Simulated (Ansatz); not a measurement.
Geometry optimisation, Ansatz, RKS PBE/def2-SVP.

input.yaml

```yaml
crystal:
  periodic: [false, false, false]
  atoms:
    - { symbol: W, position_ang: [-0.396671, 0.403177, -0.38541] }
    - { symbol: O, position_ang: [0.001589, -0.242071, 2.675097] }
    - { symbol: H, position_ang: [-0.518885, -1.028353, 2.92737] }
    - { symbol: Cl, position_ang: [1.690461, 0.796301, 0.485173] }
    - { symbol: F, position_ang: [-0.216063, 1.857402, -1.5585] }
    - { symbol: Cl, position_ang: [-2.541021, 0.077446, -1.244302] }
    - { symbol: F, position_ang: [-0.627693, -1.272236, 0.408325] }
    - { symbol: Cl, position_ang: [0.544198, -0.785223, -2.157521] }
    - { symbol: Br, position_ang: [-1.45252, 2.09042, 1.213336] }
    - { symbol: H, position_ang: [-0.423495, 0.484538, 3.195232] }
basis:
  gaussian: { orbitals: def2-SVP }
hamiltonian:
  xc: pbe
relax:
  f_tol: 0.03
  max_steps: 50
output:
  orbitals: {}
```

Launched with:

```bash
$ ansatz run input.yaml --threads 4 --pin off --max-ram 5120MiB --backend cpu --events-out ev --progress --plain --runs-dir out
```

Where does it end, and by what steps?

The run converged. The force dipped under the threshold on the way, but the program's further checks kept it going. After 14 steps the energy has fallen by 0.291 eV; O2 moved furthest, 0.63 Å.

```json
{"step": "0", "energy less start (eV)": "0.0000", "largest force component (eV/Å)": "0.715", "accepted": "yes"}
{"step": "1", "energy less start (eV)": "-0.0861", "largest force component (eV/Å)": "1.037", "accepted": "yes"}
{"step": "2", "energy less start (eV)": "-0.1672", "largest force component (eV/Å)": "1.676", "accepted": "yes"}
{"step": "3", "energy less start (eV)": "-0.1882", "largest force component (eV/Å)": "2.076", "accepted": "yes"}
{"step": "4", "energy less start (eV)": "-0.2483", "largest force component (eV/Å)": "0.931", "accepted": "yes"}
{"step": "5", "energy less start (eV)": "-0.2572", "largest force component (eV/Å)": "0.905", "accepted": "yes"}
{"step": "6", "energy less start (eV)": "-0.2716", "largest force component (eV/Å)": "0.697", "accepted": "yes"}
{"step": "7", "energy less start (eV)": "-0.2840", "largest force component (eV/Å)": "0.029", "accepted": "yes"}
{"step": "8", "energy less start (eV)": "-0.2856", "largest force component (eV/Å)": "0.298", "accepted": "yes"}
{"step": "9", "energy less start (eV)": "-0.2878", "largest force component (eV/Å)": "0.201", "accepted": "yes"}
{"step": "10", "energy less start (eV)": "-0.2880", "largest force component (eV/Å)": "0.184", "accepted": "yes"}
{"step": "11", "energy less start (eV)": "-0.2836", "largest force component (eV/Å)": "0.252", "accepted": "no"}
{"step": "12", "energy less start (eV)": "-0.2899", "largest force component (eV/Å)": "0.047", "accepted": "yes"}
{"step": "13", "energy less start (eV)": "-0.2904", "largest force component (eV/Å)": "0.011", "accepted": "yes"}
{"step": "14", "energy less start (eV)": "-0.2906", "largest force component (eV/Å)": "0.016", "accepted": "yes"}
```

```xyz
10
Properties=species:S:1:pos:R:3
W -0.455 0.500 -0.572
O 0.183 -0.335 3.268
H -0.218 -1.056 2.748
Cl 1.616 0.833 0.378
F -0.176 1.942 -1.732
Cl -2.531 0.142 -1.550
F -0.776 -0.951 0.587
Cl 0.495 -0.955 -2.111
Br -1.490 2.028 1.084
H -0.588 0.232 3.459
```

Run time: 28 s on 4 threads of Intel(R) Xeon(R) 6975P-C (Granite Rapids), with other jobs on the host, peak memory 0.31 GiB.
